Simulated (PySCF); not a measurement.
Species: C6H4ClF.
Numbering: `[F:1][c:2]1[cH:3][cH:4][cH:5][c:6]([Cl:7])[cH:8]1` (hydrogens: H9 on C3; H10 on C4; H11 on C5; H12 on C8)

Geometry (PBE0-D3(BJ)/def2-SVP, Å), atoms numbered from 1 in this order:
```
atom  x, y, z in Å
F1    -0.6607    2.7078   -0.0498
C2    -0.2496    1.4433   -0.0559
C3    -1.1940    0.4244   -0.0240
C4    -0.7469   -0.8948   -0.0309
C5     0.6137   -1.1923   -0.0689
C6     1.5327   -0.1436   -0.1001
Cl7    3.2261   -0.4961   -0.1475
C8     1.1157    1.1863   -0.0941
H9    -2.2549    0.6765    0.0057
H10   -1.4736   -1.7098   -0.0061
H11    0.9682   -2.2235   -0.0744
H12    1.8304    2.0090   -0.1183
```

Theory: core-valence-separated Tamm–Dancoff BHandHLYP/aug-pcX-1 (pcseg-1 on H, def2-SVPD on Cl) in PySCF, non-relativistic, gas phase, PBE0-D3(BJ)/def2-SVP geometry. BHandHLYP without relativity tends to put these K edges a few eV too low, so spacings mean more than positions.

Question: What does the F 1s absorption edge look like?

Answer: 
```csv
E (eV),f,core hole on,main final orbital,polarisation
686.13,0.0092,F1,LUMO+1 (91 %),out of plane
686.51,0.0245,F1,spread,in plane
686.91,0.0000,F1,LUMO (99 %),–
687.54,0.0110,F1,LUMO+4 (48 %),in plane
688.31,0.0026,F1,LUMO+5 (39 %),in plane
688.77,0.0034,F1,LUMO+2 (54 %),in plane
688.85,0.0026,F1,LUMO+8 (65 %),out of plane
```

The first line with a tenth or more of the strongest one's intensity is at 686.13 eV (f = 0.009), with the hole on F1 (aryl fluorine), polarised out of plane. The strongest listed is at 686.51 eV (f = 0.025; F1).

Question: Give energies, oscillator strengths and core holes at the C K edge.

Answer: 
```json
{"E (eV)": "283.05", "f": "0.0544", "core hole on": "C4", "main final orbital": "LUMO (63 %)", "polarisation": "out of plane"}
{"E (eV)": "283.23", "f": "0.0523", "core hole on": "C3", "main final orbital": "LUMO (67 %)", "polarisation": "out of plane"}
{"E (eV)": "283.30", "f": "0.1270", "core hole on": "C5 + C8", "main final orbital": "LUMO/LUMO+1 (2 roots, f summed)", "polarisation": "out of plane"}
{"E (eV)": "284.38", "f": "0.0674", "core hole on": "C6", "main final orbital": "LUMO (64 %)", "polarisation": "out of plane"}
{"E (eV)": "285.11", "f": "0.0000", "core hole on": "C5", "main final orbital": "LUMO (98 %)", "polarisation": "–"}
{"E (eV)": "285.17", "f": "0.0748", "core hole on": "C2", "main final orbital": "LUMO+1 (80 %)", "polarisation": "out of plane"}
{"E (eV)": "285.28", "f": "0.0000", "core hole on": "C3", "main final orbital": "LUMO+1 (79 %)", "polarisation": "–"}
{"E (eV)": "285.44", "f": "0.0001", "core hole on": "C8", "main final orbital": "LUMO+1 (83 %)", "polarisation": "–"}
{"E (eV)": "285.63", "f": "0.0001", "core hole on": "C4", "main final orbital": "LUMO+1 (75 %)", "polarisation": "–"}
{"E (eV)": "285.84", "f": "0.0571", "core hole on": "C6", "main final orbital": "LUMO+5 (36 %)", "polarisation": "in plane"}
{"E (eV)": "286.14", "f": "0.0182", "core hole on": "C5", "main final orbital": "LUMO+2 (55 %)", "polarisation": "in plane"}
{"E (eV)": "286.27", "f": "0.0367", "core hole on": "C3 + C4", "main final orbital": "LUMO+2 (2 roots, f summed)", "polarisation": "in plane"}
{"E (eV)": "286.38", "f": "0.0208", "core hole on": "C8", "main final orbital": "LUMO+5 (46 %)", "polarisation": "in plane"}
{"E (eV)": "287.01", "f": "0.0002", "core hole on": "C6", "main final orbital": "LUMO+1 (72 %)", "polarisation": "–"}
{"E (eV)": "287.24", "f": "0.0003", "core hole on": "C8", "main final orbital": "LUMO+3 (40 %)", "polarisation": "–"}
{"E (eV)": "287.33", "f": "0.0006", "core hole on": "C5", "main final orbital": "LUMO+3 (39 %)", "polarisation": "–"}
{"E (eV)": "287.38", "f": "0.0002", "core hole on": "C3", "main final orbital": "LUMO+4 (56 %)", "polarisation": "–"}
{"E (eV)": "287.44", "f": "0.0000", "core hole on": "C2", "main final orbital": "LUMO (98 %)", "polarisation": "–"}
{"E (eV)": "287.69", "f": "0.0042", "core hole on": "C3", "main final orbital": "LUMO+2 (35 %)", "polarisation": "in plane"}
{"E (eV)": "287.73", "f": "0.0026", "core hole on": "C5", "main final orbital": "LUMO+2 (35 %)", "polarisation": "in plane"}
{"E (eV)": "287.83", "f": "0.0031", "core hole on": "C8", "main final orbital": "LUMO+2 (67 %)", "polarisation": "in plane"}
{"E (eV)": "287.85", "f": "0.0001", "core hole on": "C4", "main final orbital": "LUMO+4 (65 %)", "polarisation": "–"}
{"E (eV)": "287.95", "f": "0.0013", "core hole on": "C4 + C5", "main final orbital": "spread (2 roots, f summed)", "polarisation": "in plane"}
{"E (eV)": "287.99", "f": "0.0032", "core hole on": "C3", "main final orbital": "LUMO+8 (82 %)", "polarisation": "out of plane"}
```

The first line with a tenth or more of the strongest one's intensity is at 283.05 eV (f = 0.054), with the hole on C4 (aromatic CH carbon), polarised out of plane: a 1s→π* resonance. The strongest listed is at 283.30 eV (f = 0.127, sum of 2; C5 + C8).

Roots within 0.03 eV whose holes lie on the same, on equivalent or on shared atoms are summed into one line, and the highest roots are left out, as the search may have cut off their partners. Final orbitals are the ground state's empty Kohn–Sham orbitals. A dash: too weak, shared between unlike atoms, or no plane or axis to refer to.

Question: What are the wavelength and the wavenumber of the 688.77 eV line?

Answer: λ = 12398.42 eV Å/688.77 eV = 18.001 Å; 5.5553 × 10⁶ cm⁻¹.

Only the lowest roots of each edge were sought.

Rough CPU time on one thread of a shared machine: about 40 s.
